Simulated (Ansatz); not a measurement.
ClF2H3O3W, SMILES `[OH][W]([OH])([OH])([F])([F])[Cl]`. The species carries charge 0 and has multiplicity 1. W takes the def2 core potential. The geometry is a stationary point of PBE0-D4/def2-TZVP. It is one conformer, not always the lowest.

```xyz
10

O     0.946   -0.196    1.465
W     0.053   -0.076   -0.163
O    -1.506   -0.806    0.569
O    -0.486    1.671    0.165
F     0.915   -1.693   -0.555
F    -0.858   -0.327   -1.786
Cl    1.773    0.909   -1.416
H     1.458   -0.953    1.763
H    -2.268   -1.014    0.019
H    -0.028    2.484   -0.061
```

Problem. What is the dipole moment at B3LYP/def2-TZVPP? (Estimate.)

Solution. Ansatz gave: 2.50 D, with components (-1.08, 0.54, 2.19) D in this frame, pointing from negative to positive charge.

Problem. And with PBE, r2SCAN, ωB97M-V? (Estimate.)

Solution. The calculation gave: PBE 2.47 D, r2SCAN 2.55 D, ωB97M-V 2.56 D.

Problem. Give the Mulliken charges with B3LYP, PBE, r2SCAN in def2-TZVPP. (Estimate.)

Solution. The calculation gave: 
| atom | B3LYP | PBE | r2SCAN |
| --- | --- | --- | --- |
| O1 | -0.31 | -0.26 | -0.33 |
| W2 | 1.19 | 0.91 | 1.20 |
| O3 | -0.32 | -0.27 | -0.34 |
| O4 | -0.31 | -0.26 | -0.33 |
| F5 | -0.30 | -0.24 | -0.29 |
| F6 | -0.30 | -0.25 | -0.30 |
| Cl7 | -0.29 | -0.27 | -0.31 |
| H8 | 0.22 | 0.22 | 0.23 |
| H9 | 0.21 | 0.21 | 0.23 |
| H10 | 0.21 | 0.21 | 0.23 |

B3LYP here is the variant with VWN-RPA as its local correlation; programs differ in this.
